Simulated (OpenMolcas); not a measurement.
# OpenMolcas input wanted

The species is GeH2ClO+ (5 atoms), meant as a singlet with charge +1. As SMILES of the parent species, `[O][GeH2][Cl]`. The coordinates come from a PBE0-D4/def2-TZVP relaxation. That shape belongs to the parent species and isn't relaxed for this state.

```xyz
5

O    -0.2724   -0.5918    1.6255
Ge    0.1237   -0.0812   -0.0345
Cl   -1.3471    1.2901   -0.7789
H     0.0810   -1.3438   -0.8990
H     1.4646    0.6530    0.0454
```

Settings wanted:

```json
{
 "method": "HF",
 "reference": "RHF",
 "symmetry": "none",
 "basis set": "def2-SVPD",
 "task": "energy",
 "nucleus": "point",
 "SCF convergence threshold": "1e-10"
}
```

**Question.** Write the OpenMolcas 26.06 input and the command.

**Answer.** One that was run (others would do as well):

job.inp:
```
* ClGeH2O Hartree-Fock
>>> EXPORT MOLCAS_PRINT=2

&GATEWAY
 BasLib=$CurrDir
 Coord
 5
 bohr
 O     -0.51476140    -1.11833992     3.07174982
 Ge     0.23375912    -0.15344576    -0.06519555
 Cl    -2.54565006     2.43793567    -1.47190768
 H      0.15306782    -2.53941397    -1.69886379
 H      2.76769288     1.23399116     0.08579357
 Basis=def2-SVPD
 Group=NoSym

&SEWARD

&SCF
 Charge=1
 Thresholds=1e-10 1e-07 1e-07 1e-05
 PrOrbitals=1 1
```

```bash
$ export MOLCAS_MEM=1860
$ pymolcas job.inp > job.log
```

(Basis files named in the input come from the Basis Set Exchange and aren't shown.)

Calculated total energy: -2609.93936 Eh.
